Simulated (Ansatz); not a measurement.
Two members of one family (Alkyl thioacetate), computed with Ansatz in the gas phase. The two geometries come from different levels. Binding counts from free atoms in the multiplicity of their measured ground term, without zero-point energy. The structures are stationary points that may keep the symmetry of their start.

First: CCCCCCCCSC(C)=O (singlet, charge 0, r2SCAN-D4/def2-SVP geometry).

```xyz
32

C     1.536   -2.185   -5.116
C     0.603   -1.655   -4.033
C     1.340   -0.998   -2.868
C     0.413   -0.460   -1.780
C     1.158    0.187   -0.614
C     0.259    0.829    0.444
C    -0.633   -0.162    1.194
C    -1.514    0.476    2.260
S    -0.509    1.169    3.623
C    -1.844    1.740    4.676
C    -1.358    2.373    5.956
O    -3.008    1.617    4.372
H     2.149   -1.373   -5.544
H     0.979   -2.653   -5.942
H     2.230   -2.941   -4.710
H    -0.101   -0.925   -4.472
H    -0.023   -2.480   -3.646
H     1.971   -0.174   -3.251
H     2.042   -1.728   -2.421
H    -0.223   -1.287   -1.414
H    -0.281    0.280   -2.225
H     1.840    0.958   -1.014
H     1.808   -0.568   -0.132
H     0.889    1.368    1.174
H    -0.379    1.597   -0.030
H    -1.308   -0.673    0.485
H    -0.011   -0.956    1.649
H    -2.207   -0.251    2.709
H    -2.124    1.296    1.846
H    -2.221    2.745    6.524
H    -0.664    3.200    5.740
H    -0.808    1.632    6.559
```

| level | HOMO (eV) | LUMO (eV) | gap (eV) | binding per atom (eV) |
| --- | --- | --- | --- | --- |
| PBE-D4/def2-SVP | -5.80 | -1.28 | 4.52 | 4.34 |
| PBE-D4/def2-TZVP | -5.93 | -1.49 | 4.44 | 4.30 |
| r2SCAN-D4/def2-TZVP | -6.20 | -1.28 | 4.91 | 4.22 |
| PBE0-D4/def2-SVP | -7.04 | -0.26 | 6.78 | 4.28 |
| PBE0-D4/def2-TZVP | -7.13 | -0.43 | 6.69 | 4.24 |

Second: CCCCCCCCCCCCCCSC(C)=O (singlet, charge 0, PBE-D4/def2-SVP geometry).

Cartesian coordinates in Å:
```
C -3.867 -7.736 2.260
C -3.063 -6.436 2.198
C -3.911 -5.187 2.463
C -3.134 -3.864 2.477
C -2.503 -3.470 1.136
C -1.811 -2.105 1.162
C -1.171 -1.705 -0.171
C -0.498 -0.331 -0.149
C 0.146 0.059 -1.484
C 0.757 1.466 -1.526
C 1.958 1.667 -0.593
C 2.578 3.070 -0.635
C 3.230 3.441 -1.973
C 3.976 4.775 -1.961
S 2.827 6.179 -1.691
C 4.022 7.527 -1.779
C 3.386 8.892 -1.605
O 5.209 7.339 -1.966
H -4.685 -7.740 1.509
H -4.337 -7.874 3.257
H -3.232 -8.625 2.064
H -2.574 -6.355 1.203
H -2.232 -6.474 2.938
H -4.431 -5.310 3.440
H -4.722 -5.129 1.700
H -2.338 -3.915 3.255
H -3.816 -3.048 2.802
H -1.767 -4.242 0.821
H -3.290 -3.469 0.348
H -2.547 -1.325 1.464
H -1.033 -2.102 1.959
H -1.946 -1.724 -0.970
H -0.423 -2.477 -0.465
H 0.265 -0.315 0.661
H -1.249 0.443 0.134
H -0.622 -0.024 -2.287
H 0.929 -0.689 -1.746
H 1.059 1.688 -2.572
H -0.028 2.216 -1.274
H 2.741 0.912 -0.840
H 1.653 1.450 0.453
H 1.800 3.825 -0.382
H 3.345 3.153 0.166
H 3.966 2.653 -2.250
H 2.474 3.451 -2.786
H 4.502 4.963 -2.918
H 4.740 4.811 -1.158
H 2.659 9.085 -2.419
H 4.178 9.663 -1.625
H 2.833 8.946 -0.646
```

**Question.** Estimate how these quantities change from the first to the second (second minus first).

**Answer.** 
```tsv
level	Δ HOMO (eV)	Δ LUMO (eV)	Δ gap (eV)	Δ binding per atom (eV)
PBE-D4/def2-SVP	-0.01	-0.07	-0.06	0.01
PBE-D4/def2-TZVP	-0.01	-0.07	-0.06	0.01
r2SCAN-D4/def2-TZVP	-0.01	-0.07	-0.07	0.01
PBE0-D4/def2-SVP	0.00	-0.07	-0.07	0.02
PBE0-D4/def2-TZVP	0.00	-0.07	-0.07	0.02
```
